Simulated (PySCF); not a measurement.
Several orderings of computed values.

All species are isolated and taken at one optimised geometry, non-relativistic unless stated. Electronic properties by PySCF.

Dipoles, sizes and rotational constants follow the conformer. The torsions of the flexible species, by atom-mapped SMILES:
- `[N:1]#[C:2][C@@H:3]1[CH:4]=[CH:5][C@H:6]1[NH:7][CH:8]=[O:9]`: C5–C6–N7–C8 -136°, C6–N7–C8–O9 0°
- `[CH3:1][S:2][C@@H:3]1[CH2:4][CH2:5][C@H:6]1[CH3:7]`: C1–S2–C3–C4 -75°
- `[O:1]=[C:2]([Cl:3])[C:4]([F:5])([F:6])[F:7]`: O1–C2–C4–F5 -120°
- `[CH3:1][C:2](=[O:3])[N:4]([CH3:5])[SiH3:6]`: C1–C2–N4–C5 0°
- `[CH3:1][C@H:2]([F:3])[CH2:4][F:5]`: C1–C2–C4–F5 -70°
- `[CH3:1]/[C:2](=[CH:3]\[C:4]#[N:5])[CH2:6][CH2:7][F:8]`: C1–C2–C6–C7 -91°, C2–C6–C7–F8 -66°
- `[CH3:1][S:2][C@@H:3]([CH3:4])[CH:5]1[CH2:6][CH2:7]1`: C1–S2–C3–C4 85°, S2–C3–C5–C6 156°

Question: Rank by HOMO–LUMO gap, highest first (CAM-B3LYP/def2-SVPD at GFN2-xTB geometries).
A. `N#C[C@@H]1C=C[C@H]1NC=O`
B. `O=C(Cl)C(F)(F)F`
C. `CC(C)(F)F`
D. `C[Si@H]1C=COC1`
E. `CS[C@@H]1CC[C@H]1C`

Answer: C (12.31 eV), B (9.85 eV), A (9.56 eV), D (9.02 eV), E (8.75 eV).

Question: Rank by lowest singlet excitation, highest first (TDDFT CAM-B3LYP/def2-SVPD at GFN2-xTB geometries).
A. `N#C[C@@H]1C=C[C@H]1NC=O`
B. `CC(=O)N(C)[SiH3]`
C. `C[Si@H]1C=COC1`
D. `O=C(Cl)C(F)(F)F`

Answer: C (6.07 eV), B (5.91 eV), A (5.73 eV), D (4.88 eV).

Question: By how much do the two ends of that ranking differ?

Answer: By 1.19 eV, between `C[Si@H]1C=COC1` and `O=C(Cl)C(F)(F)F`.

Question: Rank by dipole moment, lowest first (CAM-B3LYP/def2-SVPD at GFN2-xTB geometries).
A. `CC(=O)N(C)[SiH3]`
B. `CC(C)(F)F`
C. `O=C(Cl)C(F)(F)F`
D. `N#C[C@@H]1C=C[C@H]1NC=O`

Answer: C (1.05 D), B (2.55 D), A (3.63 D), D (6.78 D).

Question: By how much do the two ends of that ranking differ?

Answer: By 5.73 D, between `N#C[C@@H]1C=C[C@H]1NC=O` and `O=C(Cl)C(F)(F)F`.

Question: Rank by smallest rotational constant, highest first (GFN2-xTB).
A. `CS[C@@H]1CC[C@H]1C`
B. `C/C(=C\C#N)CCF`
C. `CC(C)(F)F`
D. `C[C@H](F)CF`

Answer: C (4.757 GHz), D (2.686 GHz), A (1.150 GHz), B (0.975 GHz).

Question: Rank by HOMO energy, highest first (CAM-B3LYP/def2-SVPD at GFN2-xTB geometries).
A. `C[C@H](F)CF`
B. `N#C/C=C(\C)CCF`
C. `C1OC[Si@H](C=1)C`
D. `CC(C)(F)F`
E. `CS[C@@H]1CC[C@H]1C`

Answer: E (-7.51 eV), C (-7.88 eV), B (-9.01 eV), A (-10.90 eV), D (-11.08 eV).

Question: By how much do the two ends of that ranking differ?

Answer: By 3.57 eV, between `CS[C@@H]1CC[C@H]1C` and `CC(C)(F)F`.

Question: Rank by electronic spatial extent ⟨r²⟩ about the centre of nuclear charge, lowest first (CAM-B3LYP/def2-SVPD at GFN2-xTB geometries).
A. `N#C[C@@H]1C=C[C@H]1NC=O`
B. `C[C@H](F)CF`
C. `CS[C@@H]1CC[C@H]1C`
D. `CS[C@@H](C)C1CC1`
E. `C/C(=C\C#N)CCF`

Answer: B (451 bohr²), C (1122 bohr²), D (1143 bohr²), E (1172 bohr²), A (1263 bohr²).
